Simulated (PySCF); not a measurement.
Compound: C₃F₅NO.
Cartesian coordinates in Å at the GFN2-xTB level; atoms count from 1:
```
atom  x, y, z in Å
N1     2.3830   -0.7366   -1.3519
C2     1.7162   -0.2206   -0.5870
C3     0.8364    0.4566    0.3898
F4     1.3802    1.6154    0.7750
F5     0.6978   -0.2977    1.4931
O6    -0.4061    0.7729   -0.1623
C7    -1.3822   -0.1530   -0.1397
F8    -2.3121    0.2102   -1.0014
F9    -0.9482   -1.3664   -0.4890
F10   -1.9561   -0.2760    1.0507
```

PySCF, density fitting, gas phase, GFN2-xTB geometry. The standard run uses grid level 2 after a coarse-grid start, the def2-universal JK fitting basis (with tight functions added where the orbital basis needs them), an energy threshold of 1e-9 Eh and DIIS. The changed runs have no coarse-grid stage.

Q: Standard PBE0/def2-SVPD: E = -742.220786 Eh, HOMO -11.256 eV, LUMO -1.177 eV, dipole 1.241 D, 14 cycles (coarse-grid cycles included). What changes at PBE0/def2-SVPD with: start guess atom, damping 0.3 at the start, DIIS from the seventh cycle?

A: E = -742.220786 Eh (0.000 mEh), HOMO -11.256 eV (0.000), LUMO -1.177 eV (0.000), dipole 1.241 D (0.000), 19 SCF cycles. The result matches the standard run within 0.02 mEh and 0.003 eV; such settings steer the iterations and don't enter the energy expression.

The cycles:
```
cycle   1  E = -741.9397223872  dE =  2.706e+00  |g| = 1.260e+00  |ddm| = 4.676e+00
cycle   2  E = -741.9801111911  dE = -4.039e-02  |g| = 1.103e+00  |ddm| = 2.489e+00
cycle   3  E = -741.8811188272  dE =  9.899e-02  |g| = 1.267e+00  |ddm| = 2.315e+00
cycle   4  E = -741.6566125528  dE =  2.245e-01  |g| = 1.560e+00  |ddm| = 3.232e+00
cycle   5  E = -741.4110801562  dE =  2.455e-01  |g| = 1.891e+00  |ddm| = 3.736e+00
cycle   6  E = -736.5056343622  dE =  4.905e+00  |g| = 4.158e+00  |ddm| = 2.596e+01
cycle   7  E = -715.0897158077  dE =  2.142e+01  |g| = 7.796e+00  |ddm| = 5.167e+01
cycle   8  E = -740.5337612459  dE = -2.544e+01  |g| = 2.831e+00  |ddm| = 5.426e+01
cycle   9  E = -741.8974622125  dE = -1.364e+00  |g| = 1.282e+00  |ddm| = 3.465e+00
cycle  10  E = -742.1728970088  dE = -2.754e-01  |g| = 4.596e-01  |ddm| = 1.385e+00
cycle  11  E = -742.2140704666  dE = -4.117e-02  |g| = 2.066e-01  |ddm| = 5.572e-01
cycle  12  E = -742.2201192732  dE = -6.049e-03  |g| = 6.305e-02  |ddm| = 1.892e-01
cycle  13  E = -742.2206332732  dE = -5.140e-04  |g| = 2.756e-02  |ddm| = 8.810e-02
cycle  14  E = -742.2207819117  dE = -1.486e-04  |g| = 4.116e-03  |ddm| = 3.019e-02
cycle  15  E = -742.2207853008  dE = -3.389e-06  |g| = 1.285e-03  |ddm| = 6.364e-03
cycle  16  E = -742.2207855539  dE = -2.531e-07  |g| = 4.745e-04  |ddm| = 1.599e-03
cycle  17  E = -742.2207855921  dE = -3.815e-08  |g| = 1.110e-04  |ddm| = 5.964e-04
cycle  18  E = -742.2207855942  dE = -2.102e-09  |g| = 2.975e-05  |ddm| = 1.554e-04
cycle  19  E = -742.2207855943  dE = -1.510e-10  |g| = 1.056e-05  |ddm| = 4.962e-05
```
